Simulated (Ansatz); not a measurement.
Program: Ansatz. Geometries: PBE0-D4/def2-TZVP. ΔE: electronic, gas phase. CBS: MP2 limit from def2 TZ/QZ plus the TZ coupled-cluster correction, frozen cores. Functionals use def2-TZVPP. B3LYP here is the variant with VWN-RPA as its local correlation; programs differ in this. Elements past krypton have def2 core potentials. For Te outer-core shells are correlated without core-valence functions, which leaves a few kJ/mol of doubt a bond. One conformer a species, not always the lowest.

Consider the redistribution: `N[Si](N)(N)O` + `FC[TeH]` → `N[Si](N)(O)F` + `NC[TeH]`.

```csv
level,ΔE (kJ/mol),difference from CCSD(T)/CBS
r2SCAN-D4,-106.7,7.1
PBE0-D4,-107.5,6.3
r2SCANh-D4,-108.6,5.2
BHLYP-D4,-113.2,0.6
ωB97M-V,-107.7,6.1
B2PLYP,-111.6,2.2
BLYP,-103.5,10.3
r2SCAN,-107.0,6.8
PBE0,-108.2,5.6
B3LYP,-108.2,5.6
r2SCAN0,-111.5,2.3
MP2/def2-SVP,-124.0,-10.2
CCSD/def2-SVP,-119.7,-5.9
HF/def2-TZVPP,-118.0,-4.2
MP2/def2-TZVPP,-117.7,-3.9
CCSD/def2-TZVPP,-114.0,-0.2
CCSD(T)/CBS,-113.8,0
```

Largest T1 diagnostic among the species: 0.011.

From BLYP to BHLYP (50 % exact exchange), in def2-TZVPP and without D4, ΔE moves by −10.2 kJ/mol. At CCSD(T), def2-SVP lies −4.8 kJ/mol from the extrapolated value and def2-TZVPP +1.4 kJ/mol. Leaving LDA and LC-ωPBE aside and taking each functional with its dispersion term where it has one, the values, not all of them listed here, spread over 13.0 kJ/mol, from PBE-QIDH to revPBE-D4.
